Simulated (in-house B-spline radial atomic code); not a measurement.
Relativistic effects in neutral antimony, [Kr] 4d10 5s2 5p3: non-relativistic Hartree-Fock (point nucleus) against Dirac-Hartree-Fock (Fermi nucleus of rms radius 4.6802 fm), both averages of the configuration, computed with a B-spline radial code for spherical atoms.

```json
{"orbital": "1s1/2", "ε NR (Eh)": "-1085.6", "ε Dirac (Eh)": "-1127", "<r> NR (bohr)": "0.02982", "<r> Dirac (bohr)": "0.02841", "change of <r> (%)": "-4.7"}
{"orbital": "2s1/2", "ε NR (Eh)": "-164.77", "ε Dirac (Eh)": "-174.96", "<r> NR (bohr)": "0.1285", "<r> Dirac (bohr)": "0.122", "change of <r> (%)": "-5.0"}
{"orbital": "2p1/2", "ε NR (Eh)": "-154.02", "ε Dirac (Eh)": "?", "<r> NR (bohr)": "0.1097", "<r> Dirac (bohr)": "?", "change of <r> (%)": "?"}
{"orbital": "2p3/2", "ε NR (Eh)": "-154.02", "ε Dirac (Eh)": "-153.9", "<r> NR (bohr)": "0.1097", "<r> Dirac (bohr)": "0.1088", "change of <r> (%)": "-0.9"}
{"orbital": "3s1/2", "ε NR (Eh)": "-33.648", "ε Dirac (Eh)": "-35.804", "<r> NR (bohr)": "0.342", "<r> Dirac (bohr)": "0.3286", "change of <r> (%)": "-3.9"}
{"orbital": "3p1/2", "ε NR (Eh)": "-29.118", "ε Dirac (Eh)": "-30.953", "<r> NR (bohr)": "0.3333", "<r> Dirac (bohr)": "0.3197", "change of <r> (%)": "-4.1"}
{"orbital": "3p3/2", "ε NR (Eh)": "-29.118", "ε Dirac (Eh)": "-29.189", "<r> NR (bohr)": "0.3333", "<r> Dirac (bohr)": "0.3307", "change of <r> (%)": "-0.8"}
{"orbital": "3d3/2", "ε NR (Eh)": "-20.81", "ε Dirac (Eh)": "-20.725", "<r> NR (bohr)": "0.3046", "<r> Dirac (bohr)": "0.3023", "change of <r> (%)": "-0.7"}
{"orbital": "3d5/2", "ε NR (Eh)": "-20.81", "ε Dirac (Eh)": "-20.364", "<r> NR (bohr)": "0.3046", "<r> Dirac (bohr)": "0.3059", "change of <r> (%)": "+0.4"}
{"orbital": "4s1/2", "ε NR (Eh)": "-6.0748", "ε Dirac (Eh)": "-6.4898", "<r> NR (bohr)": "0.8215", "<r> Dirac (bohr)": "0.7933", "change of <r> (%)": "-3.4"}
{"orbital": "4p1/2", "ε NR (Eh)": "-4.4562", "ε Dirac (Eh)": "-4.7693", "<r> NR (bohr)": "0.8673", "<r> Dirac (bohr)": "0.8367", "change of <r> (%)": "-3.5"}
{"orbital": "4p3/2", "ε NR (Eh)": "-4.4562", "ε Dirac (Eh)": "-4.4402", "<r> NR (bohr)": "0.8673", "<r> Dirac (bohr)": "0.8637", "change of <r> (%)": "-0.4"}
{"orbital": "4d3/2", "ε NR (Eh)": "-1.6994", "ε Dirac (Eh)": "-1.6553", "<r> NR (bohr)": "1.016", "<r> Dirac (bohr)": "1.017", "change of <r> (%)": "0.0"}
{"orbital": "4d5/2", "ε NR (Eh)": "-1.6994", "ε Dirac (Eh)": "-1.6057", "<r> NR (bohr)": "1.016", "<r> Dirac (bohr)": "1.03", "change of <r> (%)": "+1.3"}
{"orbital": "5s1/2", "ε NR (Eh)": "-0.58894", "ε Dirac (Eh)": "-0.62731", "<r> NR (bohr)": "2.386", "<r> Dirac (bohr)": "2.293", "change of <r> (%)": "-3.9"}
{"orbital": "5p1/2", "ε NR (Eh)": "-0.29925", "ε Dirac (Eh)": "-0.31364", "<r> NR (bohr)": "2.952", "<r> Dirac (bohr)": "2.846", "change of <r> (%)": "-3.6"}
{"orbital": "5p3/2", "ε NR (Eh)": "-0.29925", "ε Dirac (Eh)": "?", "<r> NR (bohr)": "2.952", "<r> Dirac (bohr)": "?", "change of <r> (%)": "?"}
```

Question: What happens to 2p1/2?

Answer: Its energy goes to -163.2 hartree and <r> to 0.1034 bohr (-5.82 %).

Question: What happens to 5p3/2?

Answer: Its energy goes to -0.29001 hartree and <r> to 2.969 bohr (+0.58 %).

Question: What explains the pattern of contraction and expansion?

Answer: Expansion is seen in 3d5/2, 4d5/2, 5p3/2. The s and p1/2 orbitals contract directly, screen the nucleus better, and so push out orbitals that have little density near the nucleus; spin-orbit coupling adds to this for j = l + 1/2 and opposes it for j = l - 1/2.

Question: By how much does the total energy change?

Answer: By -167.09 hartree, from -6313.426 to -6480.520.
